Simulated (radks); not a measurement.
Q: The strontium ion Sr2.5+, 35.5 electrons, occupied as [Ar] 3d10 4s2 4p(up 3, down 2.5) (fractional occupations, a model configuration). All-electron calculation, scalar-relativistic Kohn-Sham, SCAN, spin-polarised, spherical densities, finite nucleus; meta-GGA in the generalised Kohn-Sham scheme; Fermi nuclear charge, rms radius 4.224 fm. Program: a radial shooting solver on a logarithmic mesh with Libxc functionals. Some entries of the table are withheld. Estimate them.

orbital  occ.  eigenvalue (eV)  <r> (bohr)  <r^2> (bohr^2)
1s up       1        -15998.14     0.03917        0.002068
1s down     1        -15998.07     0.03917        0.002068
2s up       1        -2197.108      0.1723         0.03502
2s down     1        -2197.079      0.1723         0.03502
2p up       3        -1951.962      0.1504         0.02766
2p down     3        -1951.897      0.1504         0.02766
3s up       1        -363.3483      0.4907          0.2763
3s down     1        -363.2841      0.4907          0.2763
3p up       3        -283.3077      0.4976          0.2890
3p down     3        -283.2264      0.4976          0.2889
3d up       5        -151.9371      0.4979          0.3022
3d down     5        -151.8317      0.4977          0.3018
4s up       1         -63.4178       1.342           2.040
4s down     1         -62.7175       1.344           2.046
4p up       3         -44.1697       1.514             (1)
4p down   2.5         -43.5065       1.517             (2)

A: 
(1) 4p up <r^2> (bohr^2): 2.615
(2) 4p down <r^2> (bohr^2): 2.630
